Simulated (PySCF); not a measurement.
# C5H10FSSi: g tensor and hyperfine couplings

Compound: C5H10FSSi (doublet state).
Numbering: `[F:1][C@@H:2]1[SiH2:3][CH2:4][CH2:5][CH:6][C@@H:7]1[SH:8]` (hydrogens: H9 on C2; H10, H11 on Si3; H12, H13 on C4; H14, H15 on C5; H16 on C6; H17 on C7; H18 on S8)

Cartesian coordinates in Å at the GFN2-xTB level; atoms count from 1:
```xyz
18
C5H10FSSi angstrom
F      0.326   -1.997    1.969
C      0.011   -0.793    1.360
Si    -1.499   -0.945    0.187
C     -1.482    0.823   -0.515
C     -0.090    1.197   -1.045
C      1.027    0.983   -0.090
C      1.234   -0.238    0.648
S      1.792   -1.600   -0.625
H     -0.216   -0.110    2.191
H     -1.274   -1.973   -0.824
H     -2.689   -1.212    0.996
H     -2.206    0.943   -1.320
H     -1.762    1.533    0.265
H     -0.082    2.242   -1.365
H      0.097    0.590   -1.943
H      1.870    1.652   -0.178
H      2.087   -0.184    1.327
H      2.847   -0.904   -1.048
```

The hyperfine couplings belong to this conformer and change with its torsions.

Theory: PySCF, UKS B3LYP, pcH-1 on C F H S Si, non-relativistic, mean-field spin-orbit, GIAO. One conformer (not necessarily the lowest) at the GFN2-xTB geometry, without solvent, vibrations or thermal averaging. Couplings are sensitive to structure, and on GFN2-xTB geometries they can be far from those on DFT ones. No stability test was run, so a lower SCF solution isn't excluded.

```
g1, g2, g3                      : 2.00024, 2.00220, 2.00769
g_iso                           : 2.00338
Form of g                       : rhombic: the two nearest values differ by 26 % of g3 − g1
⟨S²⟩                            : 0.7561 (exact 0.7500)
HOMO–LUMO gap, α and β orbitals : 5.80, 4.22 eV
Total energy                    : -984.04999 Eh
```

Hyperfine couplings atom by atom, in G; T1 to T3 are the principal values of the dipolar part; ρ(0) is the spin density at the nucleus (MHz turned into gauss with g_iso; 10 G = 1 mT):

```tsv
atom	isotope	a_iso	of which spin–orbit	T1	T2	T3	Mulliken spin population	ρ(0) (bohr⁻³)
F1	19F	1.3	0.0	-3.2	-2.1	5.3	0.00	0.0009
C2	13C	9.8	0.0	-0.7	-0.6	1.3	0.02	0.0243
Si3	29Si	0.9	0.0	-0.2	0.0	0.2	0.00	-0.0028
C4	13C	11.5	0.0	-0.8	-0.7	1.5	0.01	0.0286
C5	13C	-9.2	0.0	-0.7	-0.1	0.8	-0.07	-0.0229
C6	13C	31.8	0.0	-26.4	-26.0	52.3	0.92	0.0794
C7	13C	-5.2	0.0	-2.7	0.5	2.2	-0.09	-0.0130
S8	33S	3.3	0.0	-7.5	-6.9	14.4	0.18	0.0265
H9	1H	-1.8	0.0	-1.4	-0.6	2.0	0.00	-0.0011
H10	1H	0.0	0.0	-0.5	-0.3	0.8	0.00	0.0000
H11	1H	0.1	0.0	-0.3	-0.3	0.5	0.00	0.0001
H12	1H	0.5	0.0	-0.7	-0.5	1.3	0.00	0.0003
H13	1H	-0.8	0.0	-1.3	-0.8	2.0	0.00	-0.0005
H14	1H	5.6	0.0	-1.7	-1.4	3.1	0.00	0.0035
H15	1H	45.0	0.0	-1.7	-0.9	2.7	0.06	0.0282
H16	1H	-19.2	0.0	-12.3	-0.3	12.6	-0.04	-0.0120
H17	1H	2.6	0.0	-2.0	-1.0	3.0	0.00	0.0016
H18	1H	-0.6	0.0	-2.5	0.0	2.4	0.00	-0.0004
```

Largest spin populations (Mulliken): C6 (+0.92), S8 (+0.18), C7 (-0.09) and C5 (-0.07). The positive populations add up to 1.21 and the negative ones to -0.21, together 2S = 1. The angles at C6 add up to 357.5°, so it is nearly planar; its axial dipolar tensor and the negative coupling of its proton fit spin in a p orbital normal to that plane.

Axes: g1 points within 11° of the C5–C6 bond and g3 points within 14° of the S8–H18 bond.

Under fast tumbling the dipolar parts average out, and these isotropic splittings remain (the largest six): 1 × 1H (H15, I = 1/2, 2 lines) with 4.50 mT, 1 × 1H (H16, I = 1/2, 2 lines) with 1.92 mT, 1 × 1H (H14, I = 1/2, 2 lines) with 0.56 mT, 1 × 1H (H17, I = 1/2, 2 lines) with 0.26 mT, 1 × 1H (H9, I = 1/2, 2 lines) with 0.18 mT and 1 × 19F (F1, I = 1/2, 2 lines) with 0.13 mT.

The 33S coupling of S8 (9.3 MHz) shows only in satellite lines or after enrichment, since that isotope makes up about 0.76 % of natural sulfur.

The 13C coupling of C6 (89.2 MHz) shows only in satellite lines or after enrichment, since that isotope makes up about 1.07 % of natural carbon.
